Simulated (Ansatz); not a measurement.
Input for Ansatz (a quantum-chemistry and plane-wave program): U-PBE0/def2-TZVPP on Mo2, 2S+1 = 7, a spin state set in the input, which need not be the lowest. Elements past Kr take the def2 small-core potentials; no spin–orbit coupling.

Ansatz 0.2 input:
```yaml
crystal:
  periodic: [false, false, false]
  atoms:
    - {symbol: Mo, position_ang: [0.00000000, 0.00000000, 0.00000000]}
    - {symbol: Mo, position_ang: [0.00000000, 0.00000000, 2.92600000]}
basis:
  gaussian:
    orbitals: def2-TZVPP
hamiltonian:
  xc: {name: PBE0}
magnetization: {spin_polarized: true, initial_magnetization: 6}
relax: {f_tol: 0.002, max_steps: 120}
```

Output:

```
WARN ansatz: RAYON_NUM_THREADS=1 ignored (pool sized by the plan → 1); use --threads N
Functional definition: PBE0
integrals: 0.03 GiB planned
738 factors; their error is unknown
mean field: 0.42 GiB planned
mean field evaluation 1: about -3699.6130 eV, gradient 2.8e1 eV
mean field evaluation 2: about -3686.8933 eV, gradient 5.4e1 eV
mean field evaluation 4: about -3703.6006 eV, gradient 3.6e0 eV
mean field evaluation 8: about -3703.6642 eV, gradient 6.8e-2 eV
mean field evaluation 16: about -3703.8174 eV, gradient 8.4e-4 eV
mean field evaluation 32: about -3705.3229 eV, gradient 9.1e-6 eV
mean field evaluation 64: about -3691.8519 eV, gradient 2.8e1 eV
mean field evaluation 96: about -3702.2595 eV, gradient 4.1e-1 eV
mean field evaluation 128: about -3704.4922 eV, gradient 2.0e-5 eV
mean field evaluation 160: about -3704.5939 eV, gradient 2.4e-2 eV
mean field evaluation 192: about -3702.7569 eV, gradient 2.2e0 eV
mean field evaluation 224: about -3704.5913 eV, gradient 1.6e-1 eV
mean field evaluation 256: about -3703.7464 eV, gradient 8.2e0 eV
mean field evaluation 288: about -3704.2415 eV, gradient 1.3e0 eV
mean field evaluation 320: about -3705.1233 eV, gradient 8.4e-2 eV
mean field evaluation 352: about -3705.3229 eV, gradient 6.7e-8 eV
mean field -3705.32288484 eV, -136.1681044599 hartree, gradient 6.7e-8 eV, S^2 13.893038; 14 other end points of the search recorded, 0 dependent functions left out
the calculation of the forces begins
reference -3705.32291216 eV, -136.1681054639 hartree; 17, 11 occupied and 95, 101 virtual orbitals, 738 factors
relax step   1: F+E_penalty+E_count = -3705.32288484 eV  Δ(F+E_penalty+E_count) = +0.000e0 eV  max|allowed force component| = 1.335e0 eV/Å  Δτ_max = 0.0000 Å  (1654 SCF iters, accepted)
these checks for a lower state are left out or cut short: starts, cluster_reference, orbital_swaps, neighbouring_geometries, increment
integrals: 0.03 GiB planned
738 factors; their error is unknown
mean field: 0.43 GiB planned
mean field -3705.58752202 eV, -136.1778296967 hartree, gradient 4.1e-6 eV, S^2 13.600502; 1 other end points of the search recorded, 0 dependent functions left out
the calculation of the forces begins
reference -3705.58754877 eV, -136.1778306797 hartree; 17, 11 occupied and 95, 101 virtual orbitals, 738 factors
relax step   2: F+E_penalty+E_count = -3705.58752202 eV  Δ(F+E_penalty+E_count) = -2.646e-1 eV  max|allowed force component| = 1.382e0 eV/Å  Δτ_max = 0.0976 Å  (273 SCF iters, accepted)
these checks for a lower state are left out or cut short: starts, cluster_reference, orbital_swaps, neighbouring_geometries, increment
integrals: 0.03 GiB planned
738 factors; their error is unknown
mean field: 0.44 GiB planned
mean field evaluation 384: about -3704.9420 eV, gradient 3.3e1 eV
mean field evaluation 416: about -3705.2998 eV, gradient 1.0e-2 eV
mean field -3706.23711786 eV, -136.2017019036 hartree, gradient 8.9e-7 eV, S^2 12.155592; 2 other end points of the search recorded, 0 dependent functions left out
the calculation of the forces begins
reference -3706.23714335 eV, -136.2017028403 hartree; 17, 11 occupied and 95, 101 virtual orbitals, 738 factors
relax step   3: F+E_penalty+E_count = -3706.23711786 eV  Δ(F+E_penalty+E_count) = -6.496e-1 eV  max|allowed force component| = 2.358e0 eV/Å  Δτ_max = 0.1950 Å  (284 SCF iters, accepted)
these checks for a lower state are left out or cut short: starts, cluster_reference, orbital_swaps, neighbouring_geometries, increment
integrals: 0.03 GiB planned
738 factors; their error is unknown
mean field: 0.44 GiB planned
mean field -3706.09651971 eV, -136.1965350168 hartree, gradient 2.3e-5 eV, S^2 12.003628; 0 other end points of the search recorded, 0 dependent functions left out
the calculation of the forces begins
reference -3706.09654666 eV, -136.1965360073 hartree; 17, 11 occupied and 95, 101 virtual orbitals, 738 factors
relax step   4: F+E_penalty+E_count = -3706.09651971 eV  Δ(F+E_penalty+E_count) = +1.406e-1 eV  max|allowed force component| = 5.384e0 eV/Å  Δτ_max = 0.1950 Å  (56 SCF iters, rejected (line search))
these checks for a lower state are left out or cut short: starts, cluster_reference, orbital_swaps, neighbouring_geometries, increment
integrals: 0.03 GiB planned
738 factors; their error is unknown
mean field: 0.44 GiB planned
mean field evaluation 448: about -3706.5256 eV, gradient 2.0e-5 eV
mean field -3706.52560169 eV, -136.2123034887 hartree, gradient 1.3e-5 eV, S^2 12.005082; 0 other end points of the search recorded, 0 dependent functions left out
the calculation of the forces begins
reference -3706.52562879 eV, -136.2123044847 hartree; 17, 11 occupied and 95, 101 virtual orbitals, 738 factors
relax step   5: F+E_penalty+E_count = -3706.52560169 eV  Δ(F+E_penalty+E_count) = -2.885e-1 eV  max|allowed force component| = 1.395e-1 eV/Å  Δτ_max = 0.0936 Å  (63 SCF iters, accepted)
these checks for a lower state are left out or cut short: starts, cluster_reference, orbital_swaps, neighbouring_geometries, increment
integrals: 0.03 GiB planned
738 factors; their error is unknown
mean field: 0.44 GiB planned
mean field -3706.52614778 eV, -136.2123235572 hartree, gradient 1.3e-5 eV, S^2 12.005082; 0 other end points of the search recorded, 0 dependent functions left out
the calculation of the forces begins
reference -3706.52617489 eV, -136.2123245537 hartree; 17, 11 occupied and 95, 101 virtual orbitals, 738 factors
relax step   6: F+E_penalty+E_count = -3706.52614778 eV  Δ(F+E_penalty+E_count) = -5.461e-4 eV  max|allowed force component| = 1.908e-2 eV/Å  Δτ_max = 0.0045 Å  (50 SCF iters, accepted)
these checks for a lower state are left out or cut short: starts, cluster_reference, orbital_swaps, neighbouring_geometries, increment
integrals: 0.03 GiB planned
738 factors; their error is unknown
mean field: 0.44 GiB planned
mean field -3706.52608157 eV, -136.2123211239 hartree, gradient 1.8e-5 eV, S^2 12.005083; 0 other end points of the search recorded, 0 dependent functions left out
the calculation of the forces begins
reference -3706.52610868 eV, -136.2123221202 hartree; 17, 11 occupied and 95, 101 virtual orbitals, 738 factors
relax step   7: F+E_penalty+E_count = -3706.52608157 eV  Δ(F+E_penalty+E_count) = +6.621e-5 eV  max|allowed force component| = 5.191e-2 eV/Å  Δτ_max = 0.0020 Å  (51 SCF iters, rejected (line search))
these checks for a lower state are left out or cut short: starts, cluster_reference, orbital_swaps, neighbouring_geometries, increment
integrals: 0.03 GiB planned
738 factors; their error is unknown
mean field: 0.44 GiB planned
mean field -3706.52615805 eV, -136.2123239348 hartree, gradient 1.6e-5 eV, S^2 12.005082; 0 other end points of the search recorded, 0 dependent functions left out
the calculation of the forces begins
reference -3706.52618517 eV, -136.2123249312 hartree; 17, 11 occupied and 95, 101 virtual orbitals, 738 factors
relax step   8: F+E_penalty+E_count = -3706.52615805 eV  Δ(F+E_penalty+E_count) = -1.027e-5 eV  max|allowed force component| = 1.276e-5 eV/Å  Δτ_max = 0.0005 Å  (52 SCF iters, accepted)
integrals: 0.03 GiB planned
738 factors; their error is unknown
mean field: 0.44 GiB planned
mean field evaluation 480: about -3706.5262 eV, gradient 7.1e-4 eV
mean field evaluation 512: about -3706.4254 eV, gradient 1.3e0 eV
mean field -3706.52615805 eV, -136.2123239348 hartree, gradient 1.6e-5 eV, S^2 12.005082; 4 other end points of the search recorded, 0 dependent functions left out
the calculation of the forces begins
reference -3706.52618517 eV, -136.2123249312 hartree; 17, 11 occupied and 95, 101 virtual orbitals, 738 factors
Total energy: -3706.52618517 eV, -136.2123249312 hartree
Atom 0 at    -0.000000    -0.000000     0.390218 Å, force    -0.000000    -0.000000     0.000013 eV/Å
Atom 1 at     0.000000     0.000000     2.535782 Å, force     0.000000     0.000000    -0.000013 eV/Å
Dipole moment:     0.000000     0.000000    -0.000000 e Å
```

The calculation finished and met its thresholds.

Cost: very roughly 2.9 core-minutes.
